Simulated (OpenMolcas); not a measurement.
An OpenMolcas run meant for Ta3+ (ANO-R2, X2C; inactive shells 1s 2s 2p 3s 3p 3d 4s 4p 4d 4f 5s 5p; intended active space 2 electrons in 5 orbitals (5d)). One step of its input:

```
&RASSCF
FileOrb=start.orb
Symmetry=1
Spin=3
nActEl=2 0 0
Inactive=15 19
Ras2=5 0
CIRoot=10 10 1
SDav=10
CIMx=300
Iter=87 100
PrWF=0.3
OrbListing=Nothing
MaxOrb=0
Atom
Thrs=1.0e-2 5.0e-1 5.0e-1
```

The run finished. Its levels beside those of a sound run (CASSCF), in cm-1 above each run's lowest level:

```
  Level  This run  Usual run
5d2 3F2       0.0        0.0
5d2 3F3      4468       4706
5d2 3F4      8864       9120
5d2 3P0     13915      14233
5d2 3P1     15124      15472
5d2 1G4     22330      20842
```

Task: Which setting is unsound, and how much does it matter here?

Result: The convergence thresholds are far too loose, so the orbitals stop early. Against the sound run the excited levels shown move by 530 cm-1 on average and by 1500 cm-1 at most.

Some high roots are left out of the spin-orbit mixing, which shifts the levels that they would mix with. Without dynamic correlation excited terms often stand tens of per cent too high (terms of higher spin than the ground term too low), and those without a measured partner can miss by more than the paired ones. Only configurations of the active space appear.
